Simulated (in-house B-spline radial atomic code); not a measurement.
Binding energies in K⁶⁺

NIST's tabulated ground configuration is [Ne] 3s2 3p1; each binding energy is the energy of the ion with one electron taken from that subshell, relaxed, less that of the parent. Level of theory: Dirac-Hartree-Fock, average of configuration, Fermi nucleus of rms radius 3.4349 fm; calculated with an all-electron radial atomic-structure program (B-spline basis). Energies include first-order Breit, QED and recoil terms.

| subshell | X-ray name | binding energy (eV) | -ε (eV) | relaxation (eV) |
| --- | --- | --- | --- | --- |
| 1s | K | 3739.1 | 3767.4 | 24.2 |
| 2s | L1 | 502.8 | 507.5 | 4.4 |
| 3s | M1 | 133.7 | 134.1 | 0.3 |
| 3p | M2,3 | 116.7 | 117.0 | 0.3 |

Relaxation = -ε minus the binding energy without Breit, QED and recoil terms.

What does it cost to remove both a 1s and a 3p electron?

3885.5 eV, which is 29.61 eV more than the two single binding energies together.

What does it cost to remove both a 3s and a 3p electron?

269.39 eV, which is 18.97 eV more than the two single binding energies together.
